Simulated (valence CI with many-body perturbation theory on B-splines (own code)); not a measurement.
**Energy levels of Cl10+**

Level of theory: relativistic CI+MBPT: five valence electrons over a frozen Dirac-Fock core [He], radial functions for each j: 11 s, 11 p, 10 d, 8 f, 5 g, 2 h, with the one-electron correlation potential Σ1 (screened to all orders), the two-electron term Σ2, the three-electron term Σ3, Breit, model QED; selected single and double excitations, second order for the rest, scaled by the run's own slope (own B-spline code, finite nucleus).

No measured levels were compared; by estimate levels of excited configurations hold to 0.05 to 0.15 % of their energy, terms of the ground configuration to about 0.5 %. Among the levels kept, up to 4800 cm⁻¹ of a level comes from second order outside the variational space, and about a tenth of that is noise between levels of different J, which matters for small intervals.

Levels 181 to 193 of 193, with energies above the lowest level, 2s2.2p3 4S°_3/2. "Leading %" is the weight of the configuration and term that name the level; weights of strongly mixed levels are sums over their largest components and can fall short. Lifetimes count E1, E2, E3, M1 and M2 decay at the calculated energies, and are blank where another channel may lead or the interval is too uncertain; long ones can be off by a factor of two.

```
No.  Configuration  Term    J  E (eV)  Leading %      g  Lifetime    Second component
181      2s.2p3.3d   4D°  7/2  395.89         95  1.421    905 fs                    
182      2s.2p3.3d   2D°  3/2  397.50         97  0.803   1.40 ps                    
183      2s.2p3.3d   2D°  5/2  398.41         71  1.107    983 fs  25 % 2s.2p3.3d 2F°
184      2s.2p3.3d   2F°  5/2  398.53         73  0.944   1.60 ps  25 % 2s.2p3.3d 2D°
185      2s.2p3.3d   2F°  7/2  398.76         97  1.140    979 fs                    
186      2s.2p3.3p    2P  1/2  400.04         95  0.687   8.67 ps                    
187      2s.2p3.3p    2P  3/2  400.30         73  1.211   6.52 ps   22 % 2s.2p3.3p 2D
188      2s.2p3.3p    2D  5/2  401.97         96  1.205   5.06 ps                    
189      2s.2p3.3p    2D  3/2  401.98         72  0.938   6.19 ps   25 % 2s.2p3.3p 2P
190      2s.2p3.3d   2P°  1/2  402.05         97  0.669    546 fs                    
191      2s.2p3.3d   2P°  3/2  402.60         97  1.330    531 fs                    
192      2s.2p3.3p    2P  3/2  403.70         94  1.324   4.01 ps                    
193      2s.2p3.3p    2S  1/2  403.85         63  1.569   6.98 ps   31 % 2s.2p3.3p 2P
```

Names give the largest LS component (configuration and term), which can be under half, so a name can repeat, a term be missing and a line seem to break the LS rules; names also repeat where a configuration has a term twice.

Where two levels of one J and parity lie close, their mixing, g and order are uncertain.
